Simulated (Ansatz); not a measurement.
Ligand exchange: Cd(CH3)(SH) + C2H2S → Cd(SH)2 + C3H4

Species: Cd(CH3)(SH), singlet; C2H2S (ethynethiol) `C#CS`, singlet; Cd(SH)2, singlet; C3H4 (propyne) `C#CC`, singlet. The partners trade CH3 for SH: Cd–CH3 and C–SH bonds give way to Cd–SH and C–CH3.

Shapes, held fixed at every level: PBE0-D4/def2-TZVP. Programs: Ansatz 0.2.0. Electronic energies: no zero-point or thermal term.

Question: Estimate ΔE of this reaction.

Answer: The highest level, CCSD(T)/def2-TZVPP, gives ΔE = -123.7 kJ/mol; the levels span -140.6 to -123.7. The column of differences is taken from that level and isn't an error. No measured value is set beside it here. For atoms past krypton def2 sets carry core potentials with scalar relativity. Outer-core shells of Cd are correlated in most correlated rows, in sets that cover them unevenly.

| level | kind | ΔE (kJ/mol) | less CCSD(T)/def2-TZVPP |
| --- | --- | --- | --- |
| r2SCAN-D4/def2-TZVPP | meta-GGA | -126.6 | -2.9 |
| B3LYP-D4/def2-TZVPP | global hybrid | -127.3 | -3.6 |
| wB97X-V/def2-TZVPP | range-separated hybrid | -131.5 | -7.8 |
| B2PLYP/def2-TZVPP | double hybrid | -126.3 | -2.6 |
| MP2/def2-SVP | perturbation theory | -134.4 | -10.7 |
| CCSD/def2-SVP | coupled cluster or CI | -140.6 | -16.9 |
| CCSD(T)/def2-TZVPP | coupled cluster or CI | -123.7 | 0.0 |
